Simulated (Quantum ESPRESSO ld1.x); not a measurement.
The numbers below are computed, except where a source is named.
Problem. These are the eigenvalues of the occupied orbitals of an atom or ion with whole-number occupations (hartree). Level of theory: Dirac Kohn-Sham, B86b exchange with PBE correlation, spin-unpolarised, spherical densities, point nucleus (ld1.x of Quantum ESPRESSO 7.5).

1s1/2: -48.8319
2s1/2: -4.84483
2p1/2: -3.67650
2p3/2: -3.66353
3s1/2: -0.96748

Which element is it, and in what charge state? The configuration may be excited. Open shells, if any, fill j = l - 1/2 first.

Solution. Z = 12, magnesium, charge +2: Mg2+ in [He] 2s2 2p4 3s2. The list shows which subshells hold electrons but not how many an open one holds; the 1s level, -48.832 hartree, gives Z - s = 9.9 by -(Z - s)^2/2, which with screening and relativity narrows Z to a few neighbours, and the depths of the outer levels then fix element, charge and occupations together.
